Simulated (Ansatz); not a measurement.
# Ligand exchange: C3H7ClMg + GeH2(CH3)2 → C3H8Mg + GeH(CH3)2Cl

Species: C3H7ClMg `C[CH](C)[Mg][Cl]`, singlet; GeH2(CH3)2, singlet; C3H8Mg `C[CH](C)[MgH]`, singlet; GeH(CH3)2Cl, singlet. The partners trade Cl for H: Mg–Cl and Ge–H bonds give way to Mg–H and Ge–Cl.

Shapes, held fixed at every level: PBE0-D4/def2-TZVP. Programs: Ansatz 0.2.0. The zero-point and thermal change to 298 K, harmonic and unscaled (PBE0-D4/def2-TZVP), is -6.6 kJ/mol.

```
                level                   kind  ΔH(298 K) (kJ/mol)  less CCSD(T)/def2-TZVPP  CPU time (sum over the molecules)
    PBE-D4/def2-TZVPP                    GGA              +106.6                     -5.5                               87 s
  BHLYP-D4/def2-TZVPP          global hybrid              +112.3                     +0.2                               97 s
   PBE0-D4/def2-TZVPP          global hybrid              +109.6                     -2.5                               87 s
r2SCAN0-D4/def2-TZVPP          global hybrid              +115.6                     +3.5                            2.4 min
     CCSD(T)/def2-SVP  coupled cluster or CI              +129.8                    +17.7                            2.9 min
      CCSD/def2-TZVPP  coupled cluster or CI              +113.9                     +1.8                                  –
   CCSD(T)/def2-TZVPP  coupled cluster or CI              +112.1                      0.0                             40 min
```

The highest level, CCSD(T)/def2-TZVPP, gives ΔH(298 K) = +112.1 kJ/mol; the levels span +106.6 to +129.8. The column of differences is taken from that level and isn't an error. No measured value is set beside it here. Relativity is left out for Ge. Outer-core shells of Ge, Mg are correlated in most correlated rows, in sets that cover them unevenly. Times are processor times on shared x86 and Arm servers, and rough.
